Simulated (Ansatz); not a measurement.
Born–Oppenheimer molecular dynamics of F₂GeH₅Si (9 atoms, charge 0, multiplicity 2). It starts at the highest image of a converged band. Of that band: A vibrational analysis at the climbing image gives one clearly imaginary mode, 410i cm⁻¹, and a faint second one (19i cm⁻¹) that may be numerical noise or a soft torsion: probably a first-order saddle point.

All numbers below come from UKS B3LYP/def2-SVP (Ansatz 0.2.0).

* ensemble: NVE (velocity Verlet)
* time step: 0.5 fs
* steps asked: 200
* starting velocities drawn for: 300 K
* seed: 7632

First frame:

```xyz
9
Properties=species:S:1:pos:R:3
Ge 0.123 0.000 0.001
H 0.152 0.001 1.669
H 1.409 0.004 -0.863
F -0.826 1.376 -0.497
F -0.819 -1.381 -0.497
Si -0.015 0.000 3.678
H -0.818 -1.195 4.065
H 1.367 -0.072 4.237
H -0.694 1.266 4.075
```

How far do the bonds stretch over the last three quarters of this one trajectory? (Pairs bonded in most of those frames.)


| bond | mean (Å) | spread (Å) | shortest | longest |
| --- | --- | --- | --- | --- |
| Ge1–H3 | 1.595 | 0.062 | 1.50 | 1.69 |
| Ge1–F4 | 1.759 | 0.022 | 1.72 | 1.79 |
| Ge1–F5 | 1.745 | 0.046 | 1.69 | 1.82 |
| H2–Si6 | 1.540 | 0.138 | 1.33 | 1.76 |
| Si6–H7 | 1.489 | 0.012 | 1.47 | 1.51 |
| Si6–H8 | 1.493 | 0.020 | 1.46 | 1.53 |
| Si6–H9 | 1.490 | 0.008 | 1.48 | 1.51 |

Mean temperature of the second half: 411 K. The conserved energy stayed within 0.22 meV per atom of its start (net change -0.16 meV per atom), so the integration is sound. The kinetic energy rose, since the run started high on the potential surface and went downhill. It ends in pieces (F2GeH + H4Si), so much of that is their flight and rotation, not heat. A run of 0.1 ps of so small a system gives no equilibrium averages.

Run time: 6.7 min on 4 threads of Arm Neoverse V2, with other jobs on the host, peak memory 0.32 GiB.
